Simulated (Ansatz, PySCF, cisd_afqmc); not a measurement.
Species: MgCl, charge 0, doublet. MgCl (SMILES [Cl][Mg], doublet).
B3LYP-D3(BJ)/def2-TZVP minimum from Ansatz (a program for electronic structure):
```
Mg
Cl 1 2.2211
```
Charge 0, spin multiplicity 2.

Atomisation energy term by term, kcal/mol (programs: Ansatz, cisd_afqmc). Radicals and triplets start from unrestricted determinants; spin-orbit coupling is neglected. Cores are frozen in correlated methods. No relativity. The Monte Carlo rows (phaseless AFQMC, CISD trial, step 0.005/hartree) carry one-sigma bars that omit the constraint's bias. Outlying blocks are dropped, and bars are widened where a walk drifts. Over all cases where full CI ran beside it in this data, AFQMC minus full CI had a median of +0.1 mEh and passed +0.4 mEh in a tenth of the cases. CBS(X,Y): correlation extrapolated as X^-3, Hartree-Fock from the larger set. A bracket is a step between two methods taken in the basis named. Where a partner has so few electrons that a lower coupled-cluster level is exact, that level stands in. The spin of ClMg ([Mg][Cl], doublet) was assumed, and the state is the lowest solution found for it.

```tsv
term	basis	kcal/mol
Hartree-Fock	def2-QZVPP	66.89
CCSD correlation	CBS(def2-TZVPP,def2-QZVPP)	9.22
(T)	CBS(def2-TZVPP,def2-QZVPP)	2.65
CCSDT(Q) - CCSD(T)	def2-QZVPP	0.05
CCSDTQ - CCSDT(Q)	def2-SVP	-0.01
minus zero-point energy	Hessian by PySCF at B3LYP-D3(BJ)/def2-TZVP	-0.63
sum: D0		78.2
```

The step beyond CCSD(T) by other levels: CCSDTQ in def2-SVP 0.21; AFQMC/CISD in def2-SVP 0.46 ± 0.09; CCSDT(Q) in def2-SVP 0.22; CCSDT(Q) in def2-TZVPP 0.06 kcal/mol.
